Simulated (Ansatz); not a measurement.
Input and output for [GaFH3]- (GaH₃F⁻).

```yaml
crystal:
  periodic: [false, false, false]
  atoms:
    - {symbol: Ga, position_ang: [-0.000551, 0.001149, -0.101310]}
    - {symbol: F, position_ang: [0.011043, -0.018945, 1.748321]}
    - {symbol: H, position_ang: [1.544333, 0.010648, -0.558796]}
    - {symbol: H, position_ang: [-0.781526, 1.343782, -0.529573]}
    - {symbol: H, position_ang: [-0.773300, -1.336633, -0.558632]}
basis:
  gaussian: {orbitals: def2-TZVPP}
total_charge: -1
hamiltonian: {xc: {name: r2SCAN50}}
scf: {omitted_lower_state_checks: [starts]}
```

```sh
$ ansatz run in.yaml --threads 4 --pin off --events-out ev --progress --plain --max-ram 3916MiB
```

Shortened log:

```
Functional definition: r2SCAN50
805 factors; their error is unknown
mean field evaluation 1: about -55141.7140 eV, gradient 3.1e1 eV
mean field evaluation 2: about -55141.7566 eV, gradient 3.6e1 eV
mean field evaluation 4: about -55143.1783 eV, gradient 6.3e-1 eV
mean field evaluation 8: about -55143.5926 eV, gradient 1.7e-2 eV
mean field -55143.59257005 eV, -2026.4896492799 hartree, gradient 7.0e-5 eV, S^2 0.000000; 0 other end points of the search recorded, 0 dependent functions left out
reference -55143.59257640 eV, -2026.4896495133 hartree; 22, 22 occupied and 99, 99 virtual orbitals, 805 factors
Total energy: -55143.59257640 eV, -2026.4896495133 hartree
Checks for a lower state left out: starts
```

Run time 1.2 s (4 threads of Arm Neoverse V2 on a shared host).

The highest occupied level of an anion often lies above zero with these methods, and sets without diffuse functions describe the outer electron poorly.
